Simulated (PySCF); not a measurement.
Core-level binding energies of cyclo-(H2GeO)2

Cyclo-(H2GeO)2.
Bonds: Ge1–O4, Ge1–O8, O4–Ge5, Ge5–O8. Hydrogens: H2, H3 on Ge1; H6, H7 on Ge5.

Theory: delta-SCF UKS SCAN, pcX-2 on the ionised atom, pcseg-1 elsewhere, spin-free X2C in PySCF 2.14.0. Each binding energy is the total energy of the core-ionised species, with the hole localised on one atom, minus that of the ground state; both are solved self-consistently, so orbital relaxation is included.

**Question.** List the computed XPS lines with their assignment.

**Answer.** 
```csv
atom(s),environment,level,binding energy (eV),count
O4/O8,oxygen bonded to 2 Ge,O 1s,536.97,2
```

**Question.** Which photon wavelength matches the O 1s of O4/O8 threshold?

**Answer.** λ = hc/E = 12398.42 eV Å / 536.97 eV = 23.090 Å.

The first atom of each set that the bonding makes equivalent was ionised and stands for the set. No level of germanium is listed. Isolated species at its PBE0-D3(BJ)/def2-SVP geometry (one conformer only).

---

# AsBFH5: core ionisation energies

Compound: AsBFH5.
SMILES with atom numbers: `[F:1][BH2-:2][AsH3+:3]`

Computed with delta-SCF UKS SCAN, pcX-2 on the ionised atom, pcseg-1 elsewhere, spin-free X2C (PySCF 2.14.0). Each binding energy is the total energy of the core-ionised species, with the hole localised on one atom, minus that of the ground state; both are solved self-consistently, so orbital relaxation is included.

**Question.** Give the core binding energies atom by atom.

**Answer.** 
```csv
atom(s),environment,level,binding energy (eV),count
F1,boron-bound fluorine,F 1s,691.64,1
B2,four-coordinate boron,B 1s,196.30,1
```

**Question.** What is the longest wavelength that can ionise F 1s of F1 vertically?

**Answer.** λ = hc/E = 12398.42 eV Å / 691.64 eV = 17.926 Å.

No level of arsenic is listed. Isolated species at its PBE0-D3(BJ)/def2-SVP geometry, gas phase.
